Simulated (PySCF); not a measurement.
Geometry:
```
atom   x (Å)   y (Å)   z (Å)
  C1  -2.152  -1.479   0.020
  C2  -1.780  -0.245  -0.232
 Si3  -1.858   1.599  -0.060
  C4  -0.605   0.419  -0.918
  C5   0.696   0.170  -0.397
  C6   1.779  -0.033   0.082
  C7   3.095  -0.282   0.635
  H8  -3.049  -1.704   0.577
  H9  -1.581  -2.330  -0.327
 H10  -2.738   2.351  -0.939
 H11  -1.487   2.205   1.205
 H12  -0.632   0.376  -2.005
 H13   3.801   0.467   0.276
 H14   3.057  -0.236   1.723
 H15   3.450  -1.270   0.337
```

Computed data (PySCF 2.14.0 with density-fitted response routines): GIAO PBE0/pcSseg-1 shieldings, geometry: GFN2-xTB. Isolated molecule, non-relativistic Hamiltonian, a single conformation, averaged over atoms made equivalent by symmetry, fast rotation or ring inversion.

Shifts are taken against calculated references (same method and geometry level): ¹³C, ¹H, ²⁹Si vs TMS.

| atoms | nucleus | count | Hirshfeld charge | δ (ppm) |
| --- | --- | --- | --- | --- |
| H8 | ¹H | 1 | 0.05 | ? |
| C4 | ¹³C | 1 | -0.11 | 7.5 |
| H10 | ¹H | 1 | -0.06 | 3.40 |
| H13/H14/H15 | ¹H | 3 | 0.06 | 1.96 |
| C6 | ¹³C | 1 | -0.07 | ? |
| C2 | ¹³C | 1 | -0.09 | ? |
| H9 | ¹H | 1 | 0.05 | 6.93 |
| H11 | ¹H | 1 | -0.05 | 3.26 |
| Si3 | ²⁹Si | 1 | 0.32 | -135.5 |
| H12 | ¹H | 1 | 0.05 | ? |
| C5 | ¹³C | 1 | -0.08 | 85.9 |
| C7 | ¹³C | 1 | -0.10 | 5.2 |
| C1 | ¹³C | 1 | -0.09 | 135.3 |

Question: Complete the table.

Answer: 
- C2: 146.9 ppm, fully substituted alkene carbon; as expected for a trigonal carbon in a double bond
- C6: 77.2 ppm, alkyne carbon; sp carbons lie upfield of alkene carbons because the cylindrical π system leaves one tensor component strongly shielded
- H8: 6.67 ppm, hydrogen on a terminal =CH2 carbon; a vinylic proton, deshielded by the sp2 carbon and the C=C anisotropy
- H12: 2.08 ppm, hydrogen on a three-membered-ring carbon

Shifts are as computed. Against solution values, carbons near 30 ppm lie about +3 ppm off and those near 130 ppm about +5 ppm. Of 1211 compounds with measured shifts, 218 miss one by over three times the rms of a fit or turn the order of signals round; such compounds aren't used in these exercises.
